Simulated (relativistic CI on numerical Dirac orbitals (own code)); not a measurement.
# Energy levels of Cd⁴⁺

Computed by Dirac-Coulomb-Breit CI, orbitals from a KLI potential per configuration, model QED (radiative potential, 1s self-energy scaled to tabulated hydrogen-like ionisation energies), valence Slater integrals scaled by 0.85, P86 correlation energy added to each configuration (own radial code, finite nucleus).

Configuration list (outside the closed core [Ar] 3d10): 4s²4p⁶4d⁸, 4s²4p⁶4d⁷5s, 4s²4p⁶4d⁷4f, 4s²4p⁶4d⁷5p, 4s²4p⁵4d⁹, 4s²4p⁶4d⁷5d, 4s²4p⁶4d⁷6s, 4s²4p⁶4d⁷6p, 4s²4p⁶4d⁶5s5p, 4s²4p⁶4d⁷6d, 4s²4p⁶4d⁷5f, 4s²4p⁶4d⁷7s, 4s²4p⁶4d⁷7p, 4s²4p⁶4d⁷5g, 4s²4p⁶4d⁷7d, 4s4p⁶4d⁹, 4s²4p⁵4d⁸4f, 4s²4p⁶4d⁶4f5s, 4s²4p⁶4d⁶5p5d, 4s²4p⁶4d⁶5s², 4s²4p⁶4d⁵4f5s², 4s²4p⁶4d⁵5s²5p, 4s²4p⁶4d⁵5s²5d, 4s²4p⁶4d⁵5s²6s. Double excitations out of closed p, d and f shells are left out; levels of such configurations are missing from the list, as are those of other unlisted configurations, and high levels can miss mixing partners.

The lowest level is 4s²4p⁶4d⁸ ³F4, with 98 % of that term; Hund's rules for 4s²4p⁶4d⁸ give ³F with J = 4, in agreement.

```
No.  Configuration  Term  J  E (cm⁻¹)    %        jj configuration (%)
  1      4s²4p⁶4d⁸    ³F  4       0.0   98                4d5/2^4 (87)
  2      4s²4p⁶4d⁸    ³F  3    5108.7  100       4d3/2^3 4d5/2^5 (100)
  3      4s²4p⁶4d⁸    ³F  2    6982.4   80                4d5/2^4 (39)
  4      4s²4p⁶4d⁸    ³P  2   14347.5   52                4d5/2^4 (60)
  5      4s²4p⁶4d⁸    ³P  1   19643.6   99        4d3/2^3 4d5/2^5 (99)
  6      4s²4p⁶4d⁸    ³P  0   19805.8   96                4d5/2^4 (57)
  7      4s²4p⁶4d⁸    ¹D  2   20823.9   49        4d3/2^3 4d5/2^5 (51)
  8      4s²4p⁶4d⁸    ¹G  4   23366.8   98        4d3/2^3 4d5/2^5 (87)
  9      4s²4p⁶4d⁸    ¹S  0   55250.5   97        4d3/2^2 4d5/2^6 (57)
 10      4d⁷(4F)5s    ⁵F  5  156229.7   96             4d5/2^3 5s (66)
 11      4d⁷(4F)5s    ⁵F  4  159539.6   94     4d3/2^3 4d5/2^4 5s (68)
 12      4d⁷(4F)5s    ⁵F  3  162102.2   97     4d3/2^3 4d5/2^4 5s (54)
 13      4d⁷(4F)5s    ⁵F  2  163723.5   96     4d3/2^2 4d5/2^5 5s (49)
 14      4d⁷(4F)5s    ⁵F  1  164706.8   95     4d3/2^3 4d5/2^4 5s (39)
 15      4d⁷(4F)5s    ³F  4  168125.0   89             4d5/2^3 5s (52)
 16      4d⁷(4F)5s    ³F  3  172300.4   79     4d3/2^3 4d5/2^4 5s (52)
 17      4d⁷(4P)5s    ⁵P  2  173208.1   69             4d5/2^3 5s (63)
 18      4d⁷(4P)5s    ⁵P  3  173574.5   84     4d3/2^3 4d5/2^4 5s (70)
 19      4d⁷(4F)5s    ³F  2  174984.8   84     4d3/2^3 4d5/2^4 5s (59)
 20      4d⁷(4P)5s    ⁵P  1  175535.5   82     4d3/2^3 4d5/2^4 5s (63)
 21      4d⁷(2G)5s    ³G  5  177085.7   82     4d3/2^3 4d5/2^4 5s (54)
 22      4d⁷(2G)5s    ³G  4  178552.6   67     4d3/2^3 4d5/2^4 5s (68)
 23      4d⁷(2G)5s    ³G  3  181402.5   96     4d3/2^3 4d5/2^4 5s (52)
 24      4d⁷(4P)5s    ³P  1  181788.1   40             4d5/2^3 5s (62)
 25      4d⁷(2P)5s    ³P  2  181797.9   60             4d5/2^3 5s (47)
 26      4d⁷(2H)5s    ³H  6  182977.7  100    4d3/2^3 4d5/2^4 5s (100)
 27      4d⁷(2P)5s    ³P  0  183914.0  100     4d3/2^3 4d5/2^4 5s (98)
 28      4d⁷(2G)5s    ¹G  4  184223.2   49     4d3/2^3 4d5/2^4 5s (60)
 29      4d⁷(2H)5s    ³H  5  184842.2   78     4d3/2^3 4d5/2^4 5s (79)
 30      4d⁷(2D)5s    ³D  3  185773.7   92     4d3/2^2 4d5/2^5 5s (45)
 31      4d⁷(4P)5s    ³P  2  185789.5   81     4d3/2^2 4d5/2^5 5s (41)
 32      4d⁷(4P)5s    ³P  1  186778.0   77     4d3/2^3 4d5/2^4 5s (61)
 33      4d⁷(2D)5s    ³D  2  188586.8   52     4d3/2^3 4d5/2^4 5s (44)
 34      4d⁷(2H)5s    ³H  4  188878.6   58     4d3/2^2 4d5/2^5 5s (91)
 35      4d⁷(2P)5s    ³P  1  189326.2   45     4d3/2^2 4d5/2^5 5s (55)
 36      4d⁷(4P)5s    ³P  0  190795.0  100     4d3/2^2 4d5/2^5 5s (98)
 37      4d⁷(2H)5s    ¹H  5  191139.8   83     4d3/2^2 4d5/2^5 5s (63)
 38      4d⁷(2D)5s    ¹D  2  195686.2   56       4d3/2 4d5/2^6 5s (59)
 39      4d⁷(2P)5s    ¹P  1  195877.3   48       4d3/2 4d5/2^6 5s (51)
 40      4d⁷(2F)5s    ³F  2  197561.6   94     4d3/2^3 4d5/2^4 5s (69)
 41      4d⁷(2F)5s    ³F  3  198166.1   93     4d3/2^3 4d5/2^4 5s (64)
 42      4d⁷(2F)5s    ³F  4  199806.3   97     4d3/2^3 4d5/2^4 5s (54)
 43      4d⁷(2F)5s    ¹F  3  204522.4   93     4d3/2^3 4d5/2^4 5s (60)
 44      4d⁷(2D)5s    ³D  1  218795.3   99     4d3/2^3 4d5/2^4 5s (83)
 45      4d⁷(2D)5s    ³D  2  219521.3   94     4d3/2^3 4d5/2^4 5s (66)
 46      4d⁷(2D)5s    ³D  3  221104.0   96     4d3/2^2 4d5/2^5 5s (76)
 47      4d⁷(2D)5s    ¹D  2  225899.8   94     4d3/2^2 4d5/2^5 5s (56)
 48      4d⁷(4F)5p   ⁵D°  4  227658.1   51          4d5/2^3 5p1/2 (64)
 49      4d⁷(4F)5p   ⁵F°  5  228589.5   57          4d5/2^3 5p1/2 (57)
 50      4d⁷(4F)5p   ⁵F°  3  231659.8   49  4d3/2^3 4d5/2^4 5p1/2 (72)
 51      4d⁷(4F)5p   ⁵G°  4  233291.7   40  4d3/2^3 4d5/2^4 5p1/2 (68)
 52      4d⁷(4F)5p   ⁵F°  2  234209.3   61  4d3/2^2 4d5/2^5 5p1/2 (43)
 53      4d⁷(4F)5p   ⁵G°  6  234997.1   95          4d5/2^3 5p3/2 (68)
 54      4d⁷(4F)5p   ⁵F°  5  235093.5   38          4d5/2^3 5p3/2 (51)
 55      4d⁷(4F)5p   ⁵G°  3  235511.6   47  4d3/2^2 4d5/2^5 5p1/2 (40)
 56      4d⁷(4F)5p   ⁵F°  1  235845.4   70  4d3/2^2 4d5/2^5 5p1/2 (26)
 57      4d⁷(4F)5p   ⁵G°  2  237311.8   64  4d3/2^3 4d5/2^4 5p1/2 (48)
 58      4d⁷(4F)5p   ³F°  4  237530.6   29  4d3/2^3 4d5/2^4 5p3/2 (49)
 59      4d⁷(4F)5p   ⁵D°  2  238648.0   48          4d5/2^3 5p1/2 (26)
 60      4d⁷(4F)5p   ⁵D°  3  238839.4   27  4d3/2^3 4d5/2^4 5p3/2 (27)
 61      4d⁷(4F)5p   ⁵D°  1  239280.5   75  4d3/2^3 4d5/2^4 5p3/2 (30)
 62      4d⁷(4P)5p   ⁵S°  2  239296.2   86  4d3/2^3 4d5/2^4 5p1/2 (32)
 63      4d⁷(4F)5p   ⁵D°  0  239566.8   91  4d3/2^3 4d5/2^4 5p1/2 (26)
 64      4d⁷(4F)5p   ³F°  4  239973.7   46  4d3/2^3 4d5/2^4 5p3/2 (56)
 65      4d⁷(4F)5p   ⁵G°  5  240405.4   56  4d3/2^3 4d5/2^4 5p3/2 (79)
 66      4d⁷(4F)5p   ³D°  3  241667.5   53          4d5/2^3 5p3/2 (45)
 67      4d⁷(4F)5p   ³G°  4  243911.0   68  4d3/2^2 4d5/2^5 5p3/2 (47)
 68      4d⁷(4F)5p   ³F°  3  244537.6   45  4d3/2^2 4d5/2^5 5p3/2 (41)
 69      4d⁷(4F)5p   ³D°  2  244544.0   49  4d3/2^3 4d5/2^4 5p3/2 (52)
 70      4d⁷(4F)5p   ³F°  2  245673.5   39  4d3/2^3 4d5/2^4 5p3/2 (34)
```

Energies count from the lowest computed level; ° marks odd parity. Percentages are summed over parent terms; the parents shown are those of the largest component, closed shells are left out there. Filled j subshells are mostly left out of the jj labels.

The mean weight of the leading LS term, summed over parents, in these 70 levels is 73 %, and that of the leading jj configuration (from the same eigenvectors) 59 %, so LS coupling describes them better.

At this charge configurations can still be misplaced by up to about 7 % of their energy.

LS names give the leading component of a level, which can be under half, so a name can repeat, a term be missing and a line seem to break the LS rules.
